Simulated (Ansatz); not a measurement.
Two structures of ZnNH5O2, singlet, reached by relaxing down either side of one saddle point (PBE0-D4/def2-TZVP). Energies are electronic, without zero-point energy. Ansatz 0.2.0; basis: def2-TZVPP and def2-QZVPP; cores frozen in the correlated methods. The 3s and 3p shells of Cu and Zn are frozen; filled d shells are correlated. Extrapolation: Hartree–Fock as exp(−7.88 √X), correlation as X^−2.97. First:

Zn1  (-0.073, -0.754, -0.450)
N2  (0.394, 0.908, -1.156)
O3  (-0.562, -2.432, -0.095)
H4  (0.238, 1.200, 0.741)
O5  (0.112, 0.572, 1.490)
H6  (1.313, 0.943, -1.581)
H7  (-0.250, 1.269, -1.849)
H8  (-0.586, -2.621, 0.845)
H9  (-0.585, 0.914, 2.054)
(Å)

Second:

```
9
angstrom
Zn -0.2182 -0.4869 0.5391
N 0.4013 0.8217 -1.0609
O -0.3489 -2.0878 -0.2933
H 0.4999 1.7351 -0.6317
O -0.2363 0.8306 1.7885
H 1.2868 0.5529 -1.4722
H -0.2788 0.8813 -1.8088
H -0.6188 -2.8179 0.2643
H -0.4869 0.5713 2.6751
```

Task: Which bonds change from the first to the second?

Result: ZnNH₃O ([NH2][Zn][OH]) + H₂O → ZnH₂O₂ ([OH][Zn][OH]) + NH₃ (still joined by a long Zn–N bond); bonds formed: Zn1–O5, N2–H4; bonds broken: H4–O5; bonds weakened to dative contacts: Zn1–N2.

Task: Give the saddle point's structure and its height above each. (To be estimated.)

Result: The calculation gives: 0.270 eV above the first and 0.901 eV above the second (CCSD(T) at an estimated basis limit (MP2 extrapolated from triple and quadruple zeta, plus CCSD(T) − MP2 in triple zeta)).
Zn1  (-0.094, -0.764, -0.136)
N2  (0.389, 0.922, -1.009)
O3  (-0.538, -2.501, -0.122)
H4  (0.271, 1.187, 0.281)
O5  (0.129, 0.650, 1.339)
H6  (1.306, 1.019, -1.423)
H7  (-0.281, 1.336, -1.643)
H8  (-0.661, -2.848, 0.764)
H9  (-0.521, 1.000, 1.949)
(Å)

T1 diagnostic: at most 0.016.

The step is the kind of ligand exchange by which a precursor binds to a hydroxyl group, or is hydrolysed, in atomic layer deposition of oxides.

Labels in which every atom is bracketed show which atoms are joined, not bond orders.

For scale, one of the runs: CCSD(T)/def2-TZVPP, 227 basis functions, launched by `ansatz run in.yaml --threads 8 --pin off --events-out ev --progress --plain --max-ram 19148MiB`. Hardware: 8 CPU threads of an Intel Xeon Platinum 8375C, shared host. Wall time 34 s; peak host memory 4 GiB.
